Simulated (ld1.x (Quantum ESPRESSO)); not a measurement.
Sn (Z = 50): ultrasoft pseudisation with PBEsol, scalar-relativistic reference atom.

* Element: tin
* Generator: ld1.x (Quantum ESPRESSO) 7.5
* Type: ultrasoft
* Functional: PBEsol
* Relativity: scalar-relativistic
* Frozen core: [Kr] 4d10
* Valence charge: 4
* Reference configuration: 5s2 5p1 (charge +1)
* Partial waves: 5s (bound): rcut 1.75, rcutus 2.05 bohr; 5s channel at 3.2 Ry: rcut 1.75, rcutus 2.05 bohr; 5p (bound): rcut 1.60, rcutus 2.10 bohr; 5p channel at 2.25 Ry: rcut 1.60, rcutus 2.10 bohr
* Local potential: all-electron potential smoothed inside 1.70 bohr (lloc = -2)
* Core correction: none
* Augmentation charge: PSQ, inside the norm-conserving radii

All-electron outer shells of the reference configuration (PBEsol, scalar-relativistic, ld1.x):

```
shell  level (eV)  outermost node (bohr)  outermost maximum (bohr)
   5s      -17.88                   0.98                      1.99
   5p      -10.28                   1.08                      2.43
```

Results:

```
Cutoffs needed                            : 8 Ry and 15 Ry (the cutoffs (Ry, on a coarse ladder) from which the occupation-weighted sum of valence levels, in a spherical-Bessel basis at the reference potential, stays within 10 and 1 mRy of its value at 400 Ry)
Ghost test                                : ghost state, extra bound levels that the all-electron valence spectrum of the same l lacks: d at -6.1 eV; a true bound ghost makes a file unfit for plane-wave use (spherical-Bessel basis up to 400 Ry, 20 bohr box)
Configuration tests                       : test run stopped at test 4 of 7 (negative rho)
Lowest eigenvalue of the overlap operator : 0.56 (p channel)
Density cutoff estimated by the generator : 104 Ry
```

Generation and tests took about 3.1 s on one core of a shared server CPU.
